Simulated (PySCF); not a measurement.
Species: C₅H₉N₂ (charge +1).
SMILES with atom numbers: `[CH3:1][CH2:2][c:3]1[cH:4][nH:5][cH:6][nH+:7]1` (hydrogens: H8, H9, H10 on C1; H11, H12 on C2; H13 on C4; H14 on N5; H15 on C6; H16 on N7)

The geometry is computed with GFN2-xTB (gas phase).

Give the optimised bond lengths and angles.

```csv
bond,length (Å)
C1–C2,1.534
C2–C3,1.483
C3–C4,1.368
C4–N5,1.364
N5–C6,1.326
C6–N7,1.330
C3–N7,1.370
"C1–H8, C1–H9, C1–H10",1.086
"C2–H11, C2–H12",1.090
C4–H13,1.071
N5–H14,1.012
C6–H15,1.073
N7–H16,1.012
```

Bonds in one row agree within 0.01 Å and their mean is given. A selection of angles:
```csv
angle,degrees
C2–C1–H8,109.4
C2–C1–H9,111.3
H8–C1–H9,108.3
H9–C1–H10,108.7
C1–C2–C3,110.8
C1–C2–H11,109.5
C3–C2–H11,109.6
H11–C2–H12,108.4
C2–C3–C4,131.4
C2–C3–N7,122.9
C4–C3–N7,105.7
C3–C4–N5,107.4
C3–C4–H13,129.8
N5–C4–H13,122.8
C4–N5–C6,109.2
C4–N5–H14,125.1
C6–N5–H14,125.8
N5–C6–N7,107.9
N5–C6–H15,126.0
N7–C6–H15,126.0
C6–N7–H16,125.6
C3–N7–C6,109.8
C3–N7–H16,124.6
```

Dihedral angles: C1–C2–C3–C4 -96° (anticlinal). The mirror-image conformer, all signs reversed, is as good.

C6 (aromatic CH next to a ring nitrogen) is planar (angles 126.0°, 126.0° and 107.9°, sum 360.0°, 0.00 Å off the plane of its three neighbours). The 5-membered ring C3–C4–N5–C6–N7 has internal angles of 105.7° to 109.8° (sum 540°, against 540° for a flat polygon); it is planar, 0.00 Å rms from its mean plane, widest ring torsion 0°. C4 (aromatic CH next to a ring nitrogen) is planar (angles 129.8°, 122.8° and 107.4°, sum 360.0°, 0.00 Å off the plane of its three neighbours). N7 (three-coordinate ring nitrogen) is planar (angles 125.6°, 124.6° and 109.8°, sum 360.0°, 0.00 Å off the plane of its three neighbours). The 3 C–C bonds span 1.368 Å (C3–C4, aromatic) to 1.534 Å (C1–C2, drawn single), a spread of 0.166 Å. C3 (substituted aromatic carbon) is planar (angles 131.4°, 122.9° and 105.7°, sum 359.9°, 0.02 Å off the plane of its three neighbours). The C–N distances run from 1.326 Å (N5–C6, aromatic) to 1.370 Å (C3–N7, aromatic), a spread of 0.044 Å.

Point group: C1 (no symmetry element, even within 0.4 Å). GFN2-xTB frequencies: not computed here.
